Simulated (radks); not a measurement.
Neutral bismuth, 83 electrons, occupied as [Hg] 6p3 (the NIST ground configuration).

Method: scalar-relativistic Kohn-Sham, HCTH/407, spin-polarised, spherical densities, finite nucleus; open shells are filled with parallel spins first (spin-orbit coupling, left out, can overturn this in heavy ions); Fermi nuclear charge, rms radius 5.5211 fm; computed with a radial shooting solver on a logarithmic mesh with Libxc functionals.

Energy parts (hartree):
part                       energy
total                 -21536.3166
kinetic                24404.0881
electron-nucleus      -53810.7721
Hartree                 8277.3521
exchange-correlation    -406.9847

Orbitals (lengths in bohr, moments of r in powers of bohr):
orbital,occ.,eigenvalue (hartree),<r>,<1/r>,<r^4>,<r^2>
1s up,1,-3329.283,0.01580,103.2,3.334e-07,0.0003466
1s down,1,-3329.281,0.01580,103.2,3.334e-07,0.0003466
2s up,1,-598.7129,0.06650,24.25,0.00004782,0.005247
2s down,1,-598.7124,0.06650,24.25,0.00004782,0.005247
2p up,3,-512.6083,0.06054,21.22,0.00003995,0.004484
2p down,3,-512.6073,0.06054,21.22,0.00003995,0.004484
3s up,1,-144.6267,0.1716,8.988,0.001710,0.03370
3s down,1,-144.6259,0.1716,8.988,0.001710,0.03370
3p up,3,-120.0037,0.1737,8.112,0.001916,0.03499
3p down,3,-120.0028,0.1737,8.112,0.001916,0.03499
3d up,5,-95.21384,0.1574,7.609,0.001469,0.02897
3d down,5,-95.21302,0.1574,7.609,0.001469,0.02897
4s up,1,-33.23085,0.3770,3.880,0.03697,0.1603
4s down,1,-33.22959,0.3770,3.880,0.03696,0.1603
4p up,3,-25.15107,0.4023,3.483,0.04970,0.1838
4p down,3,-25.14964,0.4022,3.483,0.04969,0.1838
4d up,5,-15.89802,0.4218,3.136,0.06606,0.2052
4d down,5,-15.89633,0.4218,3.136,0.06605,0.2052
4f up,7,-5.69279,0.4396,2.753,0.1024,0.2306
4f down,7,-5.69082,0.4396,2.753,0.1024,0.2305
5s up,1,-5.82324,0.8297,1.648,0.8517,0.7710
5s down,1,-5.82004,0.8299,1.648,0.8517,0.7713
5p up,3,-3.54710,0.9461,1.413,1.507,1.009
5p down,3,-3.54502,0.9456,1.413,1.496,1.007
5d up,5,-1.01346,1.234,1.066,5.325,1.766
5d down,5,-1.00255,1.218,1.076,4.942,1.715
6s up,1,-0.55752,2.178,0.5872,44.19,5.362
6s down,1,-0.48779,2.229,0.5864,55.21,5.742
6p up,3,-0.19382,2.956,0.4260,170.6,10.04

The highest occupied level is 6p up at -5.274 eV. The density falls to 0.001 e/bohr^3 at r = 4.72 bohr. For comparison, the ionisation energy in NIST's Atomic Spectra Database is 7.286 eV (measured). In exact Kohn-Sham theory the highest level is minus the ionisation energy, but local and semilocal functionals leave it too shallow, through self-interaction and a potential that decays too fast; potentials with the right tail come closer. The electron density at the nucleus is 3.211e+06 e/bohr^3 (large components only).

Empty levels of this run are not shown, since the potential may be unsettled where no density lies.
